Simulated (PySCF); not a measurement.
Excitations are Tamm–Dancoff values on a coarser integration grid. The basis has no diffuse functions, so Rydberg states are missing or too high.

Cartesian coordinates (Å):
```xyz
4

I     -2.0798    -1.3230    -0.1044
Al     0.0000     0.0000     0.0001
I     -0.1044     2.4649    -0.0059
I      2.1842    -1.1419     0.1101
```
Charge 0, spin multiplicity 1.

Question: What T1 excitation (TDA), HOMO, S1 excitation (TDA), S1–T1 gap (TDA) and dipole moment does PySCF with M06-2X/def2-TZVP // B3LYP-D3(BJ)/def2-SVP give?

Answer: 
```yaml
T1 excitation (TDA): 4.53 eV
HOMO: -8.89 eV
S1 excitation (TDA): 4.79 eV
S1–T1 gap (TDA): 0.26 eV
dipole_moment: 0.00 D
```
